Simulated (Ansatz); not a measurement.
The cluster Li4Te2⁺. Charge 1, multiplicity 4. Geometry PBE-D4/def2-SVP; atoms count from 1.

Cartesian coordinates in Å:
```
Li -0.5785 -1.7474 -0.4321
Li -1.7187 0.7121 0.3955
Li 2.0381 1.4113 -1.3945
Li -0.5099 -1.1250 2.5988
Te -0.4121 0.5093 -2.0511
Te 1.1810 0.2397 0.8833
```

In the def2 sets Te takes a core potential; there is no spin–orbit coupling. At PBE0-D4/def2-TZVP a doublet of charge 1 lies 2.64 eV below the quartet, each at its own geometry. The structure comes from a short search, and lower isomers may exist.

Estimate the Mulliken populations from the PBE0/def2-TZVP orbitals of Ansatz.


```tsv
atom	charge (e)	spin (α − β)
Li1	0.45	0.27
Li2	0.46	0.27
Li3	0.74	-0.01
Li4	0.39	0.44
Te5	-0.47	1.12
Te6	-0.57	0.91
```
Mulliken values and Mayer orders depend strongly on the basis.

Where does the spin sit?

Summed by element: Li 0.97, Te 2.03, of 3 unpaired in all. Largest on single atoms: Te5 1.12, Te6 0.91, Li4 0.44.

And the Mayer bond orders between bonded heavy atoms (over 0.3)?

Te5–Te6 0.81 (3.35 Å).
